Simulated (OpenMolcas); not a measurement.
**TiHCl3O: a line through the functionals**

TiHCl3O has 6 atoms, charge 0, and is taken as a singlet. SMILES: `Cl[Ti](Cl)(Cl)O`. The shape is that of a PBE0-D4/def2-TZVP optimisation.

The vertical energy of the triplet above the singlet y, in eV, basis def2-SVP; a is the functional's share of exact exchange. Programs: OpenMolcas 26.06.

```
functional     program     a  y (eV)
    r2SCAN  OpenMolcas     0    4.10
       PBE  OpenMolcas     0    4.08
     B3LYP  OpenMolcas   0.2       ?
      PBE0  OpenMolcas  0.25    3.90
     BHLYP  OpenMolcas   0.5    3.59
```

Fit y = c + s·a to the known rows and predict B3LYP.


1. Means of the 4 rows: a = 0.1875, y = 3.917.
2. Σ(Δa)² = 0.17188, Σ(Δa·Δy) = -0.16812, so the slope is -0.16812/0.17188 = -0.97812.
3. Intercept: 3.917 − (-0.97812) × 0.1875 = 4.100. The largest residual of the fit is 0.045.
4. B3LYP: 4.100 + (-0.97812) × 0.2 = 3.90 eV.

The run gave 3.89 eV, so the prediction is off by +0.01 eV, within the largest residual. Exact exchange favours the state with more unpaired electrons.
